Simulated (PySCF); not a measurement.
## Working out the ionisation energy of Re⁺

Re⁺ [Xe] 4f14 5d5 6s1 (7S) → Re²⁺ [Xe] 4f14 5d5 (6S). Computed with PySCF 2.14 in aug-cc-pVTZ-PP with ECP60MDF, with scalar relativity through the core potential. Frozen: 5s2 5p6. Energies in hartree (1 hartree = 27.21139 eV):

| part | Re⁺ (lower) | Re²⁺ (upper) |
| --- | --- | --- |
| UHF | -77.620311 | -77.042320 |
| MP2 opposite-spin | 0.000000 | 0.000000 |
| MP2 same-spin | -0.076406 | -0.053318 |

What does Hartree-Fock give?

(-77.042320) − (-77.620311) = 0.577991 hartree = 15.728 eV.

What do MP2 and SCS-MP2 (6/5 opposite-spin, 1/3 same-spin) give?

The opposite-spin parts differ by 0.000 eV and the same-spin parts by 0.628 eV. MP2: 15.728 + (0.000) + (0.628) = 16.356 eV. SCS-MP2: 15.728 + 1.2 × (0.000) + (0.628)/3 = 15.937 eV.

Reference: 16.6 ± 0.5 eV (semi-empirical (NIST evaluation); NIST Atomic Spectra Database, ionization energies).

What remains against the reference includes basis incompleteness, the frozen core and correlation beyond second order.
